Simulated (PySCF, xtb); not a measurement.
1-hydroxysilylpropan-2-one (C3H8O2Si), SMILES CC(=O)C[SiH2]O.

GFN2-xTB (xtb) at its own geometry gives an orbital gap of 3.98 eV and a dipole moment of 2.96 D.

Coordinates come from a r2SCAN-D4/def2-SVP optimisation. The values are those of a single conformer.

**Question.** What does PBE/def2-TZVP run with PySCF give? (Estimate from the structure and the level; the computed values follow.)

**Answer.** gap 4.08 eV (levels -6.11 and -2.03 eV), dipole 3.59 D.
